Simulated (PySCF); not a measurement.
Species: C₆H₆NSi (charge -1).
Structure used (GFN2-xTB), in Å, numbered top down from 1:
```
atom  x, y, z in Å
C1    -1.023    2.069    2.067
C2    -0.603    1.451    1.128
C3    -0.065    0.661    0.068
C4    -0.866   -0.535   -0.210
C5    -1.082   -1.059   -1.415
Si6    1.741    0.075    0.651
C7     2.355   -0.757   -0.877
N8     3.021   -1.068   -1.776
H9    -1.393    2.629    2.875
H10    0.079    1.270   -0.830
H11   -1.254   -1.044    0.668
H12   -1.606   -1.993   -1.551
H13   -0.699   -0.593   -2.311
H14    1.394   -1.106    1.490
```

Computed at PBE0/pcSseg-1 (PySCF, non-relativistic), with Q(14N) = 0.02044 b: N8, 14N (I = 1): χzz = -4.743 MHz, η = 0.340.

Task: Find the zero-field quadrupole resonance frequencies of 14N at N8.

Result: From ν± = (3/4)|χ|(1 ± η/3) and ν0 = |χ|η/2: ν+ 3.961 MHz, ν− 3.154 MHz, ν0 0.807 MHz (cyano nitrogen).

In a crystal, neighbours and librations shift these lines. One conformer (not necessarily the lowest) at the GFN2-xTB geometry, without solvent, vibrations or thermal averaging. The pcSseg-1 basis has no diffuse functions, a weakness for an anion. GFN2-xTB bond lengths can be off by several hundredths of an ångström, more for odd bonds, and the gradients follow them. With a basis this small, the couplings can be 20 % off.
